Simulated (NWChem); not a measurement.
# C$_{2}$HBF$_{2}$; SMILES C#CB(F)F

```xyz
6

B      0.0000     0.0000    -0.4772
C      0.0000     0.0000     1.0497
C      0.0000     0.0000     2.2647
H      0.0000     0.0000     3.3408
F      0.0000    -1.1263    -1.1578
F      0.0000     1.1263    -1.1578
```
Atoms are numbered in this order, from 1.

The geometry was optimised at PBE0/def2-SVP.

Symmetry labels are those of C2v in the frame above (b1 and b2, or b-type labels, depend on it).

List the 4 lowest vertical singlet excitations from BHandHLYP/def2-SVP, TDA (NWChem).


```json
[
 {"state": "S1", "energy (eV)": "5.34", "oscillator strength": "0.000", "symmetry": "a2", "leading excitation (squared amplitude)": "HOMO → LUMO (0.95)"},
 {"state": "S2", "energy (eV)": "6.16", "oscillator strength": "0.031", "symmetry": "a1", "leading excitation (squared amplitude)": "HOMO−1 → LUMO (0.61)"},
 {"state": "S3", "energy (eV)": "6.81", "oscillator strength": "0.000", "symmetry": "a2", "leading excitation (squared amplitude)": "HOMO−1 → LUMO+1 (0.98)"},
 {"state": "S4", "energy (eV)": "9.68", "oscillator strength": "0.012", "symmetry": "b1", "leading excitation (squared amplitude)": "HOMO−2 → LUMO (0.95)"}
]
```
